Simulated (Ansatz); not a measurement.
Geometry optimisation, RKS PBE-D4/def2-SVP (Ansatz).

The input (input.yaml):

```yaml
crystal:
  periodic: [false, false, false]
  atoms:
    - { symbol: Si, position_ang: [0.072527, 1.032677, 1.713104] }
    - { symbol: "N", position_ang: [0.53134, -0.657842, -0.884465] }
    - { symbol: C, position_ang: [-0.833371, -0.788664, -1.407331] }
    - { symbol: H, position_ang: [0.300834, 2.10535, 2.737068] }
    - { symbol: H, position_ang: [-0.807996, -0.047932, 2.294578] }
    - { symbol: H, position_ang: [-0.669008, 1.65567, 0.550257] }
    - { symbol: H, position_ang: [0.867119, 0.311371, -0.895105] }
    - { symbol: O, position_ang: [1.626711, 0.432258, 1.254735] }
    - { symbol: H, position_ang: [1.189051, -1.192493, -1.47068] }
    - { symbol: H, position_ang: [-1.527807, -0.157522, -0.816528] }
    - { symbol: H, position_ang: [-1.181116, -1.835632, -1.302786] }
    - { symbol: H, position_ang: [-0.946853, -0.499544, -2.479379] }
    - { symbol: H, position_ang: [1.378669, -0.357696, 0.706632] }
basis:
  gaussian: { orbitals: def2-SVP }
hamiltonian:
  xc: pbe
  dispersion: d4
relax:
  f_tol: 0.03
  max_steps: 50
```

Run as:

```bash
$ ansatz run input.yaml --threads 2 --pin off --max-ram 3072MiB --backend cpu --events-out ev --progress --plain --runs-dir out
```

Where does it end, and by what steps?

It converged. The force dipped under the threshold on the way, but the program's further checks kept it going. After 16 steps the energy has fallen by 0.312 eV; H7 moved furthest, 1.09 Å.

| step | energy less start (eV) | largest force component (eV/Å) | accepted |
| --- | --- | --- | --- |
| 0 | 0.0000 | 1.076 | yes |
| 1 | -0.1227 | 0.986 | yes |
| 2 | -0.1804 | 0.559 | yes |
| 3 | -0.2415 | 0.317 | yes |
| 4 | -0.2659 | 0.446 | yes |
| 5 | -0.2854 | 0.365 | yes |
| 6 | -0.2949 | 0.304 | yes |
| 7 | -0.3020 | 0.050 | yes |
| 8 | -0.3040 | 0.115 | yes |
| 9 | -0.3067 | 0.054 | yes |
| 10 | -0.3084 | 0.026 | yes |
| 11 | -0.3095 | 0.088 | yes |
| 12 | -0.3103 | 0.046 | yes |
| 13 | -0.3111 | 0.014 | yes |
| 14 | -0.3117 | 0.053 | yes |
| 15 | -0.3118 | 0.033 | yes |
| 16 | -0.3121 | 0.018 | yes |

```xyz
13
Properties=species:S:1:pos:R:3
Si -0.025 1.037 1.948
N 0.727 -0.521 -1.292
C -0.706 -0.827 -1.329
H 0.399 1.607 3.272
H -1.188 0.098 2.201
H -0.582 2.170 1.107
H 0.963 0.213 -1.972
O 1.288 0.294 1.254
H 1.284 -1.344 -1.554
H -1.284 0.072 -1.036
H -0.933 -1.613 -0.580
H -1.087 -1.172 -2.317
H 1.144 -0.013 0.300
```

Whether the end is a true minimum wasn't checked by a vibrational analysis.

The run took 39 s on 2 threads of Intel(R) Xeon(R) 6975P-C (Granite Rapids), with other jobs on the host, peak memory 0.17 GiB.
